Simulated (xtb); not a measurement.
xtb input:

```bash
xtb mol.xyz --gfn 1 --sp --chrg 0 --uhf 0
```
mol.xyz:
```
16

C      2.30711769    -0.42583651     0.21885279
Si     1.11193305     0.39909592    -0.95499697
C     -0.41974546     1.03025869    -0.02176368
C     -1.17981374    -0.11148844     0.59317324
C     -2.33116595    -0.67149749    -0.21149617
O     -0.86475317    -0.58060711     1.66607417
H      3.15456540    -0.85353693    -0.31999688
H      2.69229843     0.29216219     0.94528337
H      1.80839688    -1.22277944     0.77240824
H      1.73716910     1.56140106    -1.63298113
H      0.65990565    -0.55396441    -2.00069278
H     -1.03743898     1.59967729    -0.71905922
H     -0.06282872     1.69124732     0.77027151
H     -3.13678368     0.06648098    -0.25479856
H     -2.70066221    -1.58454254     0.24915630
H     -2.02201439    -0.86724891    -1.24082389
```

**Question.** Predict the final energy.

**Answer.** -20.40376 Eh (GFN1-xTB).
